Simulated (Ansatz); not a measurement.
Stepwise reaction of `[OH][Sn]([OH])([OH])[OH]` with hydrogen fluoride, as a gas-phase model of exchange steps in deposition or etching. ΔE in kJ/mol; ΔG adds harmonic PBE0-D4 terms to CCSD(T)/CBS, at 1 bar.

Calculated with Ansatz (gas phase, PBE0-D4/def2-TZVP geometries, no zero-point term in ΔE). CBS: MP2 limit from def2 TZ/QZ plus the TZ coupled-cluster correction, frozen cores. This one scheme is used for every species. DFT in def2-TZVPP. B3LYP here is the variant with VWN-RPA as its local correlation; programs differ in this. def2 core potentials past Kr. For Sn outer-core shells are correlated without core-valence functions, which leaves a few kJ/mol of doubt a bond. One conformer a species, not always the lowest.

```
step                                                            reaction  PBE-D4  B3LYP-D4  ωB97M-V  CCSD(T)/CBS  ΔG(600 K)
   1  `[OH][Sn]([OH])([OH])[OH]` + H–F → `[OH][Sn]([OH])([OH])[F]` + H₂O   -29.3     -30.5    -29.8        -25.4      -34.5
   3      `[OH][Sn]([OH])([F])[F]` + H–F → `[OH][Sn]([F])([F])[F]` + H₂O   -18.4     -19.1    -19.3        -16.0      -22.6
   4        `[OH][Sn]([F])([F])[F]` + H–F → `[F][Sn]([F])([F])[F]` + H₂O   -15.7     -16.1    -16.5        -13.0        3.7
```

Give the row of step 2, `[OH][Sn]([OH])([OH])[F]` + H–F → `[OH][Sn]([OH])([F])[F]` + H₂O. (Estimate.)

The calculation gave: 
```csv
step,reaction,PBE-D4,B3LYP-D4,ωB97M-V,CCSD(T)/CBS,ΔG(600 K)
2,`[OH][Sn]([OH])([OH])[F]` + H–F → `[OH][Sn]([OH])([F])[F]` + H₂O,-26.8,-27.3,-26.8,-22.7,-17.4
```

By hand: ΔE of the 4 steps together at CCSD(T)/CBS.

(-25.4) + (-22.7) + (-16.0) + (-13.0) = -77.1 kJ/mol, or -19.3 kJ/mol a step.

In ΔE each step is higher than the one before. All are downhill at CCSD(T)/CBS. ΔG lies between -34.5 and 3.7 kJ/mol a step. PBE-D4 differs from CCSD(T)/CBS by -4.1 to -2.4 kJ/mol a step. Isolated molecules leave out the surface, adducts and barriers. Largest T1 diagnostic: 0.015.
